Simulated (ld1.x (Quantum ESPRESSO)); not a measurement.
## Plane-wave convergence, ultrasoft potential for S (Z = 16)

ld1.x (Quantum ESPRESSO) 7.5 input, shortened:

```
&input
   title='S', zed=16., rel=1, dft='PBE', iswitch=3,
   config='[Ne] 3s2 3p3.5 3d-2'
 /
 &inputp
   pseudotype=3, tm=.true., lloc=-1, rcloc=1.15,
   nlcc=.true., new_core_ps=.true., rcore=1.55
 /
6
3S  1  0   2.00   0.00  1.20  1.50  0.0
3S  1  0   0.00   0.10  1.20  1.50  0.0
3P  2  1   3.50   0.00  1.40  1.55  0.0
3P  2  1   0.00  -0.45  1.40  1.55  0.0
3D  3  2  -2.00   0.25  1.30  1.65  0.0
3D  3  2  -2.00   1.95  1.30  1.65  0.0
 &test
   configts(1)='3s2 3p3.5'
 /
```

The pseudo-atom Hamiltonian at the reference potential is diagonalised in spherical Bessel functions j_l(qr) that vanish at 20 bohr, with q² up to the cutoff. All-electron valence levels (Ry): 3s -1.6348, 3p -0.8602.

Q: How do the lowest levels (Ry) of each channel move with the cutoff, and are there ghosts?

A:

```csv
cutoff (Ry),s #1,p #1,p #2,d #1,d #2,f #1,Σ f·Δε (mRy)
8,-1.6248,-0.8210,-0.0866,-0.0416,0.0305,0.0395,157.6
10,-1.6278,-0.8414,-0.0884,-0.0438,0.0282,0.0395,79.9
12,-1.6310,-0.8514,-0.0893,-0.0460,0.0260,0.0395,38.6
15,-1.6332,-0.8572,-0.0898,-0.0481,0.0240,0.0395,13.9
18,-1.6344,-0.8586,-0.0899,-0.0508,0.0218,0.0395,6.5
21,-1.6345,-0.8593,-0.0899,-0.0520,0.0208,0.0395,3.9
25,-1.6345,-0.8598,-0.0900,-0.0527,0.0202,0.0395,2.2
30,-1.6346,-0.8600,-0.0900,-0.0533,0.0198,0.0395,1.2
35,-1.6347,-0.8602,-0.0900,-0.0535,0.0197,0.0395,0.5
40,-1.6348,-0.8602,-0.0900,-0.0535,0.0197,0.0395,0.3
45,-1.6348,-0.8602,-0.0900,-0.0535,0.0197,0.0395,0.3
400,-1.6348,-0.8602,-0.0900,-0.0535,0.0196,0.0395,0.0
```

Result: no extra level below or beside the all-electron valence levels (s, p, d, f tested); 10 mRy is reached at 18 Ry and 1 mRy at 35 Ry.
